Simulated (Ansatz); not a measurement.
A structure relaxed at PBE0-D4/def2-SVPD in Ansatz, charge -1, doublet:

```xyz
6

Zr   -0.1692   -1.1790   -0.9723
Zr   -0.3283    1.0608    1.0635
S    -0.2875    2.7598    2.5459
S    -0.1828    1.2472   -1.3864
S     0.8593   -1.0859    1.2616
S     0.1084   -2.8029   -2.5122
```

(1) Give its formula and point group.

(2) Summarise the bond lengths by kind (pairs closer than 1.2 times the sum of covalent radii, bridged metal pairs left out).

## Answers

(1) the cluster Zr2S4⁻. Point group C2v (tolerance 0.1 Å).

(2) 6 × S–Zr 2.26 to 2.46 Å.

In the def2 sets Zr takes a core potential; there is no spin–orbit coupling. The relaxation made no stability test and no search for a lower SCF solution. No other spin state of charge -1 was run. Another isomer (doublet) lies 0.75 eV lower at PBE0-D4/def2-TZVPD; other spin states weren't run for this one.
